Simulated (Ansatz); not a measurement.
This triplet is an excited state, 2.07 eV above the relaxed singlet at the level composite: frozen-core CCSD(T) with HF/cc-pV5Z and the correlation energy extrapolated as X^-3 from cc-pVQZ and cc-pV5Z, plus CCSDT(Q) minus CCSD(T) in cc-pVTZ // B3LYP-D3(BJ)/def2-TZVP (Ansatz, a first-principles code).

Method: B3LYP-D3(BJ)/def2-TZVP in Ansatz. No frequencies were computed at this level.

Ansatz 0.2 input:
```yaml
crystal:
  periodic: [false, false, false]
  atoms:
    - { symbol: Ga, position_ang: [0.86035, -0.000005, -0.000003] }
    - { symbol: H, position_ang: [-0.86035, 0.000005, 0.000003] }
basis:
  gaussian: { orbitals: def2-tzvp }
hamiltonian:
  xc: b3lyp
  dispersion: d3bj
relax:
  max_steps: 150
magnetization:
  spin_polarized: true
  initial_magnetization: 2
```

Output:

```
Functional definition: B3LYP
383 factors; integrals over basis functions are off by at most 3.9e-4 eV
mean field evaluation 1: about -52392.0745 eV, gradient 1.4e1 eV
mean field evaluation 2: about -52391.8625 eV, gradient 1.8e1 eV
mean field evaluation 4: about -52392.5523 eV, gradient 4.3e-1 eV
mean field evaluation 8: about -52392.5556 eV, gradient 3.4e-3 eV
mean field evaluation 16: about -52392.5070 eV, gradient 2.2e0 eV
mean field -52392.55559576 eV, -1925.3909051944 hartree, gradient 1.4e-5 eV, S^2 2.007054; 1 other end points of the search recorded, 0 dependent functions left out
reference -52392.55576323 eV, -1925.3909113491 hartree; 17, 15 occupied and 37, 39 virtual orbitals, 383 factors
relax step   1: F+E_penalty+E_count = -52392.57891767 eV  Δ(F+E_penalty+E_count) = +0.000e0 eV  max|allowed force component| = 6.365e-1 eV/Å  Δτ_max = 0.0000 Å  (41 SCF iters, accepted)
these checks for a lower state are left out or cut short: starts, cluster_reference, orbital_swaps, neighbouring_geometries, increment
383 factors; integrals over basis functions are off by at most 5.4e-4 eV
mean field -52392.58771783 eV, -1925.3920856588 hartree, gradient 5.2e-5 eV, S^2 2.005748; 0 other end points of the search recorded, 0 dependent functions left out
reference -52392.58788386 eV, -1925.3920917603 hartree; 17, 15 occupied and 37, 39 virtual orbitals, 383 factors
relax step   2: F+E_penalty+E_count = -52392.61073458 eV  Δ(F+E_penalty+E_count) = -3.182e-2 eV  max|allowed force component| = 1.704e-1 eV/Å  Δτ_max = 0.0376 Å  (28 SCF iters, accepted)
these checks for a lower state are left out or cut short: starts, cluster_reference, orbital_swaps, neighbouring_geometries, increment
383 factors; integrals over basis functions are off by at most 5.9e-4 eV
mean field evaluation 32: about -52392.5895 eV, gradient 2.8e-2 eV
mean field -52392.58953414 eV, -1925.3921524069 hartree, gradient 7.6e-5 eV, S^2 2.005440; 0 other end points of the search recorded, 0 dependent functions left out
reference -52392.58969982 eV, -1925.3921584957 hartree; 17, 15 occupied and 37, 39 virtual orbitals, 383 factors
relax step   3: F+E_penalty+E_count = -52392.61251151 eV  Δ(F+E_penalty+E_count) = -1.777e-3 eV  max|allowed force component| = 1.223e-2 eV/Å  Δτ_max = 0.0096 Å  (29 SCF iters, accepted)
these checks for a lower state are left out or cut short: starts, cluster_reference, orbital_swaps, neighbouring_geometries, increment
383 factors; integrals over basis functions are off by at most 5.9e-4 eV
mean field -52392.58954535 eV, -1925.3921528189 hartree, gradient 3.3e-5 eV, S^2 2.005415; 0 other end points of the search recorded, 0 dependent functions left out
reference -52392.58971101 eV, -1925.3921589067 hartree; 17, 15 occupied and 37, 39 virtual orbitals, 383 factors
relax step   4: F+E_penalty+E_count = -52392.61251989 eV  Δ(F+E_penalty+E_count) = -8.379e-6 eV  max|allowed force component| = 1.692e-3 eV/Å  Δτ_max = 0.0008 Å  (21 SCF iters, accepted)
383 factors; integrals over basis functions are off by at most 5.9e-4 eV
mean field -52392.58954535 eV, -1925.3921528189 hartree, gradient 3.3e-5 eV, S^2 2.005415; 2 other end points of the search recorded, 0 dependent functions left out
reference -52392.58971101 eV, -1925.3921589067 hartree; 17, 15 occupied and 37, 39 virtual orbitals, 383 factors
Total energy: -52392.61268554 eV, -1925.3930032053 hartree
Atom 0 at     0.812359    -0.000005    -0.000003 Å, force     0.001692    -0.000000    -0.000000 eV/Å
Atom 1 at    -0.812359     0.000005     0.000003 Å, force    -0.001692     0.000000     0.000000 eV/Å
Dipole moment:     0.043748    -0.000000    -0.000000 e Å
```

Cost: about 4 core-seconds (a rough figure).
